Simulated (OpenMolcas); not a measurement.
## Mn+: from CASSCF to CASPT2

```yaml
Program: OpenMolcas 26.06
Basis: ANO-R1 [5s3p3d1f]
Scalar_Hamiltonian: X2C, finite nucleus
Active_space: 6 electrons in 6 orbitals (3d 4s)
State_averaging: 2S+1 = 7 even, 1 root; 2S+1 = 5 even, 18 roots kept (CI in the orbitals of an earlier block); 2S+1 = 3 even, 9 roots kept (CI in the orbitals of an earlier block)
Spin-orbit_coupling: RASSI with atomic mean-field integrals over the reference wave functions, term energies averaged over their components
```

Methods on the same reference wave functions:
A. CASSCF
B. SS-CASPT2, IPEA 0.25 Eh, imaginary shift 0.1 Eh (closed shells correlated: 3s 3p)

Energies in cm-1 above 3d5 4s 7S3, the measured ground level; measured values from NIST Handbook of Basic Atomic Spectroscopic Data.

| Level | A | B | Measured |
| --- | --- | --- | --- |
| 3d5 4s 7S3 | 0.0 | 0.0 | 0.0 |
| 3d5 4s 5S2 | 11655 | 10040 | 9473 |
| 3d5 4s 5G4 | 33352 | 31080 | 27584 |
| 3d5 4s 5G5 | 33352 | 31080 | 27571 |
| 3d5 4s 5G3 | 33352 | 31080 | 27588 |
| 3d5 4s 5G6 | 33352 | 31080 | 27547 |
| 3d5 4s 5G2 | 33352 | 31080 | 27589 |

Deviations, from unrounded energies. A percentage is the sum of absolute deviations over the sum of measured energies, with the sign that they share, or ± where signs differ.

```csv
Against measurement,Levels,A,B
mean absolute deviation (cm-1),6,5200,3000
other terms of the ground configuration (%),6,+21.1,+12.3
```

B lies closest to measurement on these levels. The largest miss of B in the table is 3d5 4s 5G6, by +3500 cm-1. The ranking rests on the paired levels alone, and a cruder setting can come out closer through cancelling errors.

From A to B the spin-free energies of the other terms of 3d5 4s shown, above 7S, scale by factors of 0.86 to 0.93.

The lowest spin-free term lies below A's lowest term by 0.312 hartree in B.

CASPT2 does not keep the components of a term degenerate, so their means are used; among the terms shown or strongly mixed into the levels shown the widest spread is 58 cm-1 (3d5 4s 5G, B). Terms from blocks run as CI alone lack orbitals of their own. No level of 3d6 was computed, though it lies in the active space. Without dynamic correlation excited terms often stand tens of per cent too high (terms of higher spin than the ground term too low), and those without a measured partner can miss by more than the paired ones (holds for A). Computed and measured levels are paired by configuration, term and J; levels that our copy of the source lacks, or whose pairing is in doubt (as where it misses far off the trend of its configuration), stay unpaired and out of the deviations. Levels of configurations outside the active space are missing. Levels that lie high or do not pair safely by name in every column are left out.
